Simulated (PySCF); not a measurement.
Potential energy of CaCl along the bond

Set-up: Ca x2c-TZVPPall, Cl x2c-TZVPPall; spin-free X2C with a Gaussian nucleus (PySCF 2.14). Energies in eV from Ca + Cl in their ground configurations at the same level. State: ²Σ⁺ (doublet), unpaired electrons σ ↑.

```tsv
R (Å)	UHF-CCSD(T)	PBE	UHF
2.094		-3.576	-2.324
2.192	-3.298	-4.033	-2.950
2.289	-3.629	-4.278	-3.324
2.362	-3.761	-4.362	-3.484
2.435	-3.820	-4.382	-3.566
2.508	-3.823	-4.353	-3.588
2.606	-3.762	-4.260	-3.548
2.727	-3.615	-4.087	-3.421
2.873	-3.379	-3.830	-3.200
3.068		-3.456	-2.852
```

Put a parabola through the three lowest points of the UHF-CCSD(T) curve and estimate Re, k and ωe (reduced mass 18.65 u; 1 eV/Å² = 0.16022 mdyn/Å; ωe = 1302.8·√(k/μ) cm⁻¹).

Through R = 2.435, 2.508, 2.606 Å the second-order coefficient is 3.88 eV/Å², so Re ≈ 2.477 Å, k ≈ 1.24 mdyn/Å and ωe ≈ 336 cm⁻¹. A polynomial fit of higher order to the unrounded UHF-CCSD(T) energies gives Re = 2.474 Å, k = 1.45 mdyn/Å, ωe = 364 cm⁻¹; anharmonicity and rounding make the difference.

The higher-order fit for each curve: UHF-CCSD(T): Re = 2.474 Å, ωe = 364 cm⁻¹, De = 3.83 eV; PBE: Re = 2.425 Å, ωe = 369 cm⁻¹, De = 4.38 eV; UHF: Re = 2.503 Å, ωe = 357 cm⁻¹, De = 3.59 eV.

Correlated steps freeze 10 core orbitals. The state was picked by a PBE0 search and need not be the measured ground state.
